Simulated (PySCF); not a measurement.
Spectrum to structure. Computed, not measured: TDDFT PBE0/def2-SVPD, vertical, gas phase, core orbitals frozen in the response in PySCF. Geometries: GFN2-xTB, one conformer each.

```csv
state,λ (nm),f
S1,298.5,0.0027
S2,282.9,0.0024
S3,235.5,0.0001
S4,222.1,0.0018
S5,206.5,0.023
S6,204.9,0.024
```

Triplets computed (Tamm–Dancoff): 3.69, 4.17 eV.

Question: Which candidate is it?
A. `C#C[C@@]1(C)CSCC1=O`
B. `COC1=CC=CC(S)=C1`
C. `C[P@@H](=O)c1ccsc1`

Answer: A. Its S1, at 4.15 eV, is the lowest among the candidates; the nearest of the others has S1 at 4.86 eV. S1 is HOMO→LUMO (72%), HOMO-1→LUMO (24%). Löwdin shares by element: HOMO sulfur 68%, carbon 18% or more; LUMO carbon 48% or more, oxygen 28% (atoms not listed hold the other 24%). At the same level the other candidates give, for their lowest levels:
- `C[P@@H](=O)c1ccsc1`: 214 nm (f 0.061); 212 nm (f 0.065); 209 nm (f 0.013); 205 nm (f 0.002); 198 nm (f 0.003); T1 3.85 eV; HOMO -7.44, LUMO -0.96 eV
- `COc1cccc(S)c1`: 255 nm (f 0.042); 241 nm (f 0.001); 230 nm (f 0.089); 212 nm (f 0.187); 210 nm (f 0.001); T1 3.87 eV; HOMO -6.33, LUMO -0.41 eV
